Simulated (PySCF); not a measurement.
**Electronic structure of Xe (xenon, neutral) at the PW91 level**

Configuration: [Kr] 4d10 5s1 5p6 6p1, high-spin 3P determinant (an excited configuration). Calculation: PySCF 2.14, in aug-cc-pVTZ-PP with one added diffuse shell each of d, f type with ECP28MDF (6s5p5d3f, 67 functions); scalar relativity through the core potential.

```json
{
 "Total energy": "-328.6406 hartree",
 "One-electron energy": "-565.6271 hartree",
 "Hartree (Coulomb) energy": "260.5407 hartree",
 "Exchange-correlation energy": "-23.5541 hartree",
 "⟨S²⟩": "2.0009",
 "⟨L²⟩": "2.012",
 "Sum of ⟨r⟩": "35.71 bohr",
 "Sum of ⟨r²⟩": "87.63 bohr²",
 "Traceless quadrupole moment −½Σ⟨3z² − r²⟩ along its main axis": "-15.5 e·bohr²"
}
```

| shell | electrons | mean orbital energy (eV) | spread (eV) | rms radius, mean of both spins (bohr) |
| --- | --- | --- | --- | --- |
| 4s α | 1 | -203.20 | 0 | 0.768 |
| 4s β | 1 | -203.03 | 0 | 0.768 |
| 4p α | 3 | -147.45 | 0.060 | 0.822 |
| 4p β | 3 | -147.27 | 0.072 | 0.822 |
| 4d α | 5 | -65.525 | 0.060 | 0.937 |
| 4d β | 5 | -65.258 | 0.076 | 0.937 |
| 5s α | 1 | -25.484 | 0 | 1.92 |
| 5p α | 3 | -13.130 | 0.171 | 2.33 |
| 5p β | 3 | -12.403 | 0.229 | 2.33 |
| 6p α | 1 | -0.781 | 0 | 6.12 |

Energies and moments cover only the electrons outside the core potential. The outer electron is Rydberg-like, and this basis confines it to a smaller radius and binds it less than a complete one would.
